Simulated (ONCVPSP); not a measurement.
# Configuration tests for Zn (Z = 30) (ONCV)

```
Element                 : zinc (Zn)
Generator               : ONCVPSP 4.0.1
Type                    : optimised norm-conserving Vanderbilt (ONCV)
Functional              : PBE
Relativity              : scalar-relativistic
Frozen core             : [Ne]
Valence charge          : 20
Reference configuration : 3s2 3p6 3d10 4s2
Partial waves           : 3s+4s: rc 1.30 bohr, ncon 3, nbas 6, qcut 10.3 1/bohr, 2 projectors; 3p: rc 0.95 bohr, ncon 5, nbas 9, qcut 12.5 1/bohr, 2 projectors, debl 1.5 Ha; 3d: rc 1.50 bohr, ncon 4, nbas 9, qcut 10.2 1/bohr, 2 projectors, debl 3.9 Ha
Local potential         : polynomial inside 0.90 bohr (lpopt 5, dvloc0 -1 Ha)
Core correction         : polynomial model core, fcfact 0.25
```

In the p channel the program set the typed energies aside and used -3.065, 0.250 Ha.

Energies are relative to the spin-unpolarised reference configuration 3s2 3p6 3d10 4s2; without spin polarisation the order of configurations can differ from experiment.

```csv
valence configuration,charge,ΔE all-electron (eV),error AE − PS (meV)
3s2 3p6 3d10 4s1,+1,9.889,+1.4
3s2 3p6 3d10 4s0,+2,28.331,+7.3
3s2 3p6 3d9 4s0,+3,68.865,+26
3s2 3p6 3d8 4s0,+4,130.679,+501
```
